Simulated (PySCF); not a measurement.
1-fluorocyclopentene (C5H7F), SMILES FC1=CCCC1.

The structure is a stationary point at ωB97X-D3(BJ)/def2-SVP. One conformer was computed; it need not be the lowest.

Level of theory: PBE/def2-TZVP run with PySCF.

Isolated molecule, no solvent.

```yaml
total_energy: -294.32088 hartree
highest_occupied_level: -5.61 eV
lowest_empty_level: -0.32 eV
orbital_gap: 5.30 eV
dipole_moment: 1.49 D
quadrupole, principal values (traceless, Buckingham form, about the centre of nuclear charge): -3.41, 0.32, 3.09 D·Å
mean_static_polarisability: 58.4 bohr³ (8.65 Å³)
polarisability_principal_values: 46.1, 60.3, 68.7 bohr³
```
